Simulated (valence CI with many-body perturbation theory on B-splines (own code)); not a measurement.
# E1 line list for Dy⁵⁹⁺

Method: relativistic CI+MBPT: five valence electrons over a frozen Dirac-Fock core [He], a basis of 9 s, 9 p, 8 d, 6 f, 3 g, 1 h functions for each j, with the one-electron correlation potential Σ1, the two-electron term Σ2, the three-electron term Σ3, Breit, model QED; selected CI, second order for the rest (own B-spline code, finite nucleus).

No measured spectrum was set against this ion. As an estimate, large intervals hold to a few tenths of a per cent, small ones and those within an open d or f shell to about a per cent. Among the levels kept, up to 1100 cm⁻¹ of a level comes from second order outside the variational space, and about a tenth of that is noise between levels of different J, which matters for small intervals.

Lines 1 to 50 of 254 in falling wavelength, among levels below 69020 × 10³ cm⁻¹, chosen from the strongest by gf and those to the six lowest levels. Wavelengths and rates use the calculated energies. Electric multipoles are in the length gauge, E1 and E2 with the static RPA response of the core. Weak lines are less certain than strong ones. Lines between different terms over intervals too small for the method are left out, as are lines whose strength nearly cancels. The highest levels of a list are the least certain.

Levels are named by their leading jj configuration (3d3/2^4 stands for four electrons in 3d with j = 3/2), which in mixed levels can hold well under half, so a name can repeat and another be missing. Letters in brackets count levels of one name in rising energy.

| λ vac (nm) | Upper | Lower | A (s⁻¹) | S (a.u.) |
| --- | --- | --- | --- | --- |
| 16.91 | (2s 2p1/2^2 2p3/2 3p1/2) J=5/2 | (2s 2p1/2^2 2p3/2 3s) J=3/2 [a] | 2.33e+09 | 3.33e-02 |
| 15.18 | (2s^2 2p1/2 2p3/2 3p1/2) J=5/2 | (2s^2 2p1/2 2p3/2 3s) J=3/2 [b] | 3.35e+09 | 3.47e-02 |
| 14.17 | (2s^2 2p1/2 2p3/2 3p1/2) J=5/2 | (2s^2 2p1/2 2p3/2 3s) J=5/2 | 3.93e+09 | 3.31e-02 |
| 14.08 | (2s^2 2p1/2^2 3p1/2) J=1/2 | (2s^2 2p1/2^2 3s) J=1/2 | 8.62e+09 | 2.37e-02 |
| 13.29 | (2s^2 2p1/2 2p3/2 3p1/2) J=3/2 [a] | (2s^2 2p1/2 2p3/2 3s) J=3/2 [a] | 4.71e+09 | 2.19e-02 |
| 12.60 | (2s 2p1/2^2 2p3/2 3p1/2) J=3/2 | (2s 2p1/2^2 2p3/2 3s) J=5/2 | 9.37e+09 | 3.70e-02 |
| 12.48 | (2s 2p1/2^2 2p3/2 3p1/2) J=5/2 | (2s 2p1/2^2 2p3/2 3s) J=5/2 | 6.32e+09 | 3.64e-02 |
| 10.19 | (2s^2 2p1/2 2p3/2 3p1/2) J=3/2 [b] | (2s^2 2p1/2 2p3/2 3s) J=5/2 | 1.49e+10 | 3.13e-02 |
| 9.151 | (2s^2 2p1/2 2p3/2 3d5/2) J=3/2 [b] | (2s^2 2p1/2 2p3/2 3p3/2) J=1/2 [b] | 1.10e+10 | 1.66e-02 |
| 8.616 | (2s 2p1/2^2 2p3/2 3d5/2) J=5/2 | (2s 2p1/2^2 2p3/2 3p3/2) J=5/2 [a] | 8.50e+09 | 1.61e-02 |
| 8.569 | (2s^2 2p1/2 2p3/2 3d5/2) J=5/2 [b] | (2s^2 2p1/2 2p3/2 3p3/2) J=5/2 [b] | 9.10e+09 | 1.70e-02 |
| 8.415 | (2s^2 2p1/2 2p3/2 3d5/2) J=5/2 [b] | (2s^2 2p1/2 2p3/2 3p3/2) J=3/2 [b] | 1.54e+10 | 2.72e-02 |
| 8.413 | (2s 2p1/2^2 2p3/2 3d5/2) J=9/2 | (2s 2p1/2^2 2p3/2 3p3/2) J=7/2 | 3.84e+10 | 1.13e-01 |
| 8.332 | (2s^2 2p1/2 2p3/2 3d5/2) J=7/2 [a] | (2s^2 2p1/2 2p3/2 3p3/2) J=5/2 [a] | 3.09e+10 | 7.05e-02 |
| 8.146 | (2s^2 2p1/2 2p3/2 3d5/2) J=7/2 [b] | (2s^2 2p1/2 2p3/2 3p3/2) J=5/2 [b] | 3.11e+10 | 6.63e-02 |
| 8.047 | (2s^2 2p1/2 2p3/2 3d5/2) J=9/2 | (2s^2 2p1/2 2p3/2 3p3/2) J=7/2 | 4.06e+10 | 1.04e-01 |
| 8.019 | (2s^2 2p1/2 2p3/2 3d5/2) J=3/2 [a] | (2s^2 2p1/2 2p3/2 3p3/2) J=1/2 [a] | 1.17e+10 | 1.19e-02 |
| 7.979 | (2s^2 2p1/2^2 3d5/2) J=5/2 | (2s^2 2p1/2^2 3p3/2) J=3/2 | 4.20e+10 | 6.32e-02 |
| 7.764 | (2s 2p1/2^2 2p3/2 3d5/2) J=5/2 | (2s 2p1/2^2 2p3/2 3p3/2) J=3/2 [a] | 1.79e+10 | 2.49e-02 |
| 7.710 | (2s^2 2p1/2 2p3/2 3d5/2) J=5/2 [a] | (2s^2 2p1/2 2p3/2 3p3/2) J=3/2 [a] | 3.13e+10 | 4.25e-02 |
| 6.997 | (2s^2 2p1/2 2p3/2 3d5/2) J=7/2 [b] | (2s^2 2p1/2 2p3/2 3p3/2) J=7/2 | 9.47e+09 | 1.28e-02 |
| 6.974 | (2s^2 2p1/2 2p3/2 3d5/2) J=3/2 [a] | (2s 2p1/2^2 2p3/2 3s) J=1/2 | 1.73e+10 | 1.16e-02 |
| 6.574 | (2s^2 2p1/2 2p3/2 3d5/2) J=3/2 [b] | (2s^2 2p1/2 2p3/2 3p3/2) J=3/2 [a] | 1.95e+10 | 1.09e-02 |
| 5.404 | (2s 2p1/2^2 2p3/2 3d3/2) J=7/2 | (2s^2 2p1/2 2p3/2 3d3/2) J=5/2 [b] | 1.51e+10 | 9.43e-03 |
| 4.882 | (2s 2p1/2^2 2p3/2 3p3/2) J=7/2 | (2s^2 2p1/2 2p3/2 3p3/2) J=5/2 [a] | 6.39e+10 | 2.94e-02 |
| 4.625 | (2s 2p1/2^2 2p3/2^2) J=5/2 | (2s^2 2p1/2 2p3/2^2) J=5/2 | 1.48e+10 | 4.33e-03 |
| 4.501 | (2s 2p1/2^2 2p3/2 3p3/2) J=5/2 [a] | (2s 2p1/2^2 2p3/2 3s) J=3/2 [b] | 3.22e+10 | 8.70e-03 |
| 4.267 | (2s 2p1/2^2 2p3/2^2) J=5/2 | (2s^2 2p1/2 2p3/2^2) J=3/2 | 2.50e+10 | 5.74e-03 |
| 4.196 | (2s 2p1/2^2 2p3/2 3p3/2) J=1/2 [b] | (2s^2 2p1/2 2p3/2 3p3/2) J=1/2 [b] | 1.04e+11 | 7.60e-03 |
| 4.127 | (2s 2p1/2^2 2p3/2 3p3/2) J=5/2 [b] | (2s^2 2p1/2 2p3/2 3p3/2) J=3/2 [b] | 1.12e+11 | 2.33e-02 |
| 3.935 | (2s 2p1/2^2 2p3/2 3s) J=3/2 [b] | (2s^2 2p1/2 2p3/2 3s) J=3/2 [b] | 6.79e+10 | 8.17e-03 |
| 3.932 | (2s 2p1/2^2 2p3/2 3p3/2) J=3/2 [b] | (2s^2 2p1/2 2p3/2 3p3/2) J=3/2 [b] | 8.34e+10 | 1.00e-02 |
| 3.932 | (2s 2p1/2^2 2p3/2^2) J=1/2 | (2s^2 2p1/2 2p3/2^2) J=1/2 | 5.47e+10 | 3.28e-03 |
| 3.918 | (2s^2 2p1/2 2p3/2 3d3/2) J=5/2 [b] | (2s^2 2p1/2 2p3/2 3p1/2) J=3/2 [b] | 1.71e+11 | 3.05e-02 |
| 3.914 | (2s 2p1/2^2 2p3/2^2) J=3/2 | (2s^2 2p1/2 2p3/2^2) J=1/2 | 5.23e+07 | 6.20e-06 |
| 3.878 | (2s^2 2p1/2 2p3/2 3p3/2) J=3/2 [a] | (2s^2 2p1/2 2p3/2 3s) J=3/2 [b] | 1.08e+11 | 1.25e-02 |
| 3.865 | (2s^2 2p1/2 2p3/2 3d3/2) J=5/2 [a] | (2s^2 2p1/2 2p3/2 3p1/2) J=5/2 | 5.15e+10 | 8.80e-03 |
| 3.847 | (2s 2p1/2^2 2p3/2 3p3/2) J=3/2 [a] | (2s 2p1/2^2 2p3/2 3s) J=3/2 [a] | 3.25e+11 | 3.65e-02 |
| 3.841 | (2s 2p1/2^2 2p3/2 3p3/2) J=5/2 [b] | (2s^2 2p1/2 2p3/2 3p3/2) J=7/2 | 3.57e+10 | 6.00e-03 |
| 3.838 | (2s^2 2p1/2 2p3/2 3d3/2) J=3/2 [c] | (2s^2 2p1/2 2p3/2 3p1/2) J=3/2 [b] | 2.13e+11 | 2.38e-02 |
| 3.806 | (2s 2p1/2^2 2p3/2 3d3/2) J=3/2 [b] | (2s 2p1/2^2 2p3/2 3p1/2) J=1/2 | 9.91e+10 | 1.08e-02 |
| 3.773 | (2s 2p1/2^2 2p3/2 3d3/2) J=5/2 | (2s 2p1/2^2 2p3/2 3p1/2) J=5/2 | 1.75e+11 | 2.78e-02 |
| 3.762 | (2s 2p1/2^2 2p3/2 3d3/2) J=5/2 | (2s 2p1/2^2 2p3/2 3p1/2) J=3/2 | 1.48e+11 | 2.34e-02 |
| 3.751 | (2s 2p1/2^2 2p3/2 3d5/2) J=5/2 | (2s^2 2p1/2 2p3/2 3d3/2) J=3/2 [b] | 7.48e+10 | 1.17e-02 |
| 3.739 | (2s^2 2p1/2 2p3/2 3d3/2) J=1/2 [b] | (2s^2 2p1/2 2p3/2 3p1/2) J=3/2 [b] | 2.90e+11 | 1.49e-02 |
| 3.732 | (2s^2 2p1/2 2p3/2 3p3/2) J=7/2 | (2s^2 2p1/2 2p3/2 3s) J=5/2 | 4.93e+11 | 1.01e-01 |
| 3.723 | (2s 2p1/2^2 2p3/2 3d3/2) J=3/2 [a] | (2s 2p1/2^2 2p3/2 3p1/2) J=5/2 | 7.65e+10 | 7.79e-03 |
| 3.712 | (2s 2p1/2^2 2p3/2 3d3/2) J=3/2 [a] | (2s 2p1/2^2 2p3/2 3p1/2) J=3/2 | 2.75e+11 | 2.77e-02 |
| 3.712 | (2s^2 2p1/2 2p3/2 3d3/2) J=5/2 [a] | (2s^2 2p1/2 2p3/2 3p1/2) J=3/2 [a] | 2.78e+11 | 4.20e-02 |
| 3.711 | (2s 2p1/2^2 2p3/2 3p3/2) J=5/2 [b] | (2s 2p1/2^2 2p3/2 3s) J=3/2 [b] | 3.13e+11 | 4.73e-02 |
